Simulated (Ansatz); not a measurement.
`BC(C)F` and `CBC(C)F` differ in one atom or group.

Ansatz, PBE0-D4/def2-TZVP geometries, multiplicity 1. Each molecule was computed in one conformer, which needn't be the lowest.

```json
{"property": "size of the dipole moment (B3LYP/def2-TZVPP) / D", "`BC(C)F`": "1.83"}
{"property": "LUMO energy (PBE/def2-TZVPP) / eV", "`BC(C)F`": "-2.75"}
{"property": "HOMO energy (B3LYP/def2-TZVPP) / eV", "`BC(C)F`": "-8.46"}
{"property": "size of the dipole moment (ωB97M-V/def2-TZVPP) / D", "`BC(C)F`": "1.82"}
{"property": "LUMO energy (PBE0/def2-TZVPP) / eV", "`BC(C)F`": "-1.71"}
{"property": "size of the dipole moment (PBE/def2-TZVPP) / D", "`BC(C)F`": "1.72"}
```

Question: Give the same properties after the change, and the shifts. (Estimate.)

Answer: Ansatz gave: 
```csv
property,`CBC(C)F`,shift
size of the dipole moment (B3LYP/def2-TZVPP) / D,1.43,-0.40
LUMO energy (PBE/def2-TZVPP) / eV,-2.03,0.72
HOMO energy (B3LYP/def2-TZVPP) / eV,-8.14,0.32
size of the dipole moment (ωB97M-V/def2-TZVPP) / D,1.41,-0.41
LUMO energy (PBE0/def2-TZVPP) / eV,-1.02,0.69
size of the dipole moment (PBE/def2-TZVPP) / D,1.27,-0.45
```

With PBE0 the HOMO rises by 0.34 eV and the LUMO rises by 0.69 eV, so the gap widens by about 0.35 eV. PBE moves the HOMO by 0.30 eV and ωB97M-V by 0.36 eV. Dipoles are sizes alone; their direction can turn.

B3LYP here is the variant with VWN-RPA as its local correlation; programs differ in this.
